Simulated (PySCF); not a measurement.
BeBrI, SMILES [I][Be][Br]. Geometry optimised at B3LYP-D3(BJ)/def2-TZVP. The def2 effective core potentials stand for the cores of I; spin–orbit coupling is left out.

The numbers are results of B3LYP-D3(BJ)/def2-TZVP in PySCF, not measurements.

Harmonic wavenumbers (cm⁻¹): 192, 192, 200, 934. Rotational constants (GHz): 0.6048 (linear); symmetry number 1.

### Question
Work out the zero-point energy and the ideal-gas rigid-rotor harmonic-oscillator thermochemistry at 298.15 K and 1 atm.

### Answer
ZPE = ½ Σ hcν = ½ × 1518 cm⁻¹ = 2.17 kcal/mol. H − E(el) = 5.34 kcal/mol. Entropy in cal/(mol K): translation 42.01, rotation 20.34, vibration 6.67, total 69.03. G − E(el) = -15.24 kcal/mol. Cp = 12.95 cal/(mol K).
